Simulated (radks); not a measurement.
Spherical jellium clusters: N electrons in a uniform positive sphere of charge N and radius rs N^(1/3), rs = 3.1 bohr. Calculated with a radial shooting solver with Libxc functionals: non-relativistic Kohn-Sham, LDA (Slater exchange, Perdew-Wang correlation), spin-polarised, spherical densities. Levels are named by radial order and angular momentum (1s, 1p, 1d, 2s, ...), and open shells are averaged over m. Each electron was tried in the lowest free levels, single moves between levels near the top were tried too, and the lowest total energy was kept; such a search can miss a lower state. Energies include the self-energy of the background; IP and EA are vertical (highest electron removed, lowest free level filled), at fixed background; spill-out counts the electrons outside the background radius R, and alpha is the static dipole polarisability from linear response (closed shells only). A dash means not computed or, for alpha, an open shell; in EA it means that no bound solution was reached, which is typical of self-interaction and does not show that the anion is unstable. Real open-shell clusters deform, which this model forbids.

N	open shells	2S	E/N (eV)	E(N+1) + E(N-1) - 2E(N) (eV)	IP (eV)	EA (eV)	-e(HOMO) (eV)	spill-out (e)	alpha/R^3
1	1s(up 1, down 0)	1	-0.907	-	-	-	3.501	0.48	-
2	none	0	-1.530	1.645	6.387	-	3.884	0.67	1.891
3	1p(up 1, down 0)	1	-1.190	-0.824	4.257	-	2.301	1.03	-
4	1p(up 2, down 0)	2	-1.226	-0.652	5.047	-	3.015	1.25	-
5	1p(up 3, down 0)	3	-1.378	0.332	5.516	-	3.494	1.40	-
6	1p(up 3, down 1)	2	-1.424	-0.528	5.006	-	3.183	1.56	-
7	1p(up 3, down 2)	1	-1.532	-0.394	5.431	1.886	3.599	1.70	-
8	none	0	-1.662	1.861	5.716	-	3.903	1.81	1.598
9	1d(up 1, down 0)	1	-1.557	-0.365	3.755	-	2.160	2.03	-
10	1d(up 2, down 0)	2	-1.509	-0.325	4.128	-	2.533	2.20	-
11	1d(up 3, down 0)	3	-1.500	-0.287	4.423	-	2.836	2.35	-
12	1d(up 4, down 0)	4	-1.516	-0.252	4.663	1.592	3.089	2.47	-
13	1d(up 5, down 0)	5	-1.548	0.419	4.861	-	3.302	2.58	-
14	1d(up 5, down 1)	4	-1.547	-0.260	4.388	1.490	2.908	2.71	-
15	1d(up 5, down 2)	3	-1.563	-0.227	4.617	1.729	3.144	2.82	-
16	1d(up 5, down 3)	2	-1.591	-0.199	4.808	1.935	3.344	2.92	-
17	1d(up 5, down 4)	1	-1.627	-0.176	4.968	2.116	3.517	3.01	-
18	none	0	-1.669	0.254	5.105	1.931	3.667	3.10	1.454
19	2s(up 1, down 0)	1	-1.693	0.214	4.813	1.812	3.418	3.29	-
20	none	0	-1.705	0.897	4.612	-	3.265	3.52	1.501
21	1f(up 1, down 0)	1	-1.672	-0.184	3.749	-	2.424	3.64	-
22	1f(up 2, down 0)	2	-1.651	-0.170	3.916	1.322	2.598	3.75	-
23	1f(up 3, down 0)	3	-1.639	-0.158	4.064	1.484	2.755	3.85	-
24	1f(up 4, down 0)	4	-1.634	-0.146	4.198	1.632	2.897	3.94	-
25	1f(up 5, down 0)	5	-1.636	-0.136	4.318	1.767	3.025	4.02	-
26	1f(up 6, down 0)	6	-1.643	-0.126	4.427	1.892	3.143	4.10	-
27	1f(up 7, down 0)	7	-1.654	0.381	4.527	1.522	3.251	4.18	-
28	1f(up 7, down 1)	6	-1.650	-0.138	4.119	1.668	2.879	4.26	-
29	1f(up 7, down 2)	5	-1.652	-0.128	4.241	1.801	3.007	4.35	-
30	1f(up 7, down 3)	4	-1.657	-0.118	4.351	1.924	3.124	4.43	-
31	1f(up 7, down 4)	3	-1.667	-0.110	4.451	2.037	3.231	4.50	-
32	1f(up 7, down 5)	2	-1.679	-0.103	4.543	2.141	3.329	4.57	-
33	1f(up 7, down 6)	1	-1.693	-0.096	4.627	2.239	3.421	4.65	-
34	none	0	-1.709	0.467	4.704	1.826	3.505	4.71	1.357
35	2p(up 1, down 0)	1	-1.712	-	4.219	1.933	3.062	4.90	-

All shells are closed at N = 2, 8, 18, 20, 34 (there: 1s2 1p6 1d10 2s2 1f14); the second difference of the energy has clear peaks (12 % above both neighbours; the first and last values, which can be the largest, are not judged, and half-filled shells can peak too) at N = 5, 8, 13, 18, 20, 27.
